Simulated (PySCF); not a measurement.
Bi(OH)(SiH3)2 (BiH7OSi2), SMILES [OH][Bi]([SiH3])[SiH3].

Coordinates come from a PBE0-D3(BJ)/def2-SVP optimisation. The structure was generated by enumeration; whether it is a known compound was not checked. The def2 effective core potentials stand for the cores of Bi; spin–orbit coupling is left out. Other conformers were not sampled.

Method: TDA-B3LYP/def2-SVPD (PySCF).

Vertical excitations. Isolated molecule, no solvent. State labels are in the subgroup Cs.

### Question
List the lowest excited states. (Estimate from the structure and the level; the computed values follow.)

### Answer

```json
[
 {"state": "S1", "symmetry": "A\"", "energy (eV)": "4.13", "λ (nm)": "300", "f": "0.000", "main pairs": "HOMO→LUMO 98 %"},
 {"state": "S2", "symmetry": "A'", "energy (eV)": "4.37", "λ (nm)": "284", "f": "0.000", "main pairs": "HOMO−1→LUMO 99 %"},
 {"state": "S3", "symmetry": "A\"", "energy (eV)": "5.26", "λ (nm)": "236", "f": "0.015", "main pairs": "HOMO→LUMO+2 63 %, HOMO−1→LUMO+1 35 %"},
 {"state": "S4", "symmetry": "A'", "energy (eV)": "5.33", "λ (nm)": "232", "f": "0.011", "main pairs": "HOMO→LUMO+1 51 %, HOMO−1→LUMO+2 48 %"},
 {"state": "S5", "symmetry": "A\"", "energy (eV)": "5.66", "λ (nm)": "219", "f": "0.021", "main pairs": "HOMO−2→LUMO 84 %"},
 {"state": "S6", "symmetry": "A'", "energy (eV)": "5.80", "λ (nm)": "214", "f": "0.194", "main pairs": "HOMO−1→LUMO+2 40 %, HOMO→LUMO+1 32 %, HOMO−1→LUMO+4 14 %"},
 {"state": "S7", "symmetry": "A\"", "energy (eV)": "5.92", "λ (nm)": "209", "f": "0.307", "main pairs": "HOMO−1→LUMO+1 41 %, HOMO→LUMO+2 18 %, HOMO→LUMO+4 17 %, HOMO−2→LUMO 11 %"},
 {"state": "S8", "symmetry": "A\"", "energy (eV)": "6.17", "λ (nm)": "201", "f": "0.002", "main pairs": "HOMO→LUMO+3 65 %, HOMO→LUMO+4 32 %"},
 {"state": "S9", "symmetry": "A'", "energy (eV)": "6.28", "λ (nm)": "197", "f": "0.032", "main pairs": "HOMO−1→LUMO+4 47 %, HOMO−3→LUMO 28 %, HOMO−1→LUMO+3 9 %, HOMO−2→LUMO+1 9 %"},
 {"state": "S10", "symmetry": "A'", "energy (eV)": "6.36", "λ (nm)": "195", "f": "0.023", "main pairs": "HOMO−1→LUMO+3 71 %, HOMO−3→LUMO 18 %"},
 {"state": "T1", "symmetry": "A\"", "energy (eV)": "3.69", "λ (nm)": "336", "f": "0", "main pairs": "HOMO→LUMO 97 %"},
 {"state": "T2", "symmetry": "A'", "energy (eV)": "3.83", "λ (nm)": "324", "f": "0", "main pairs": "HOMO−1→LUMO 99 %"},
 {"state": "T3", "symmetry": "A\"", "energy (eV)": "4.63", "λ (nm)": "268", "f": "0", "main pairs": "HOMO−1→LUMO+1 64 %, HOMO→LUMO+2 31 %"},
 {"state": "T4", "symmetry": "A'", "energy (eV)": "4.63", "λ (nm)": "268", "f": "0", "main pairs": "HOMO→LUMO+1 62 %, HOMO−1→LUMO+2 33 %"}
]
```
Triplets are in the Tamm–Dancoff approximation.
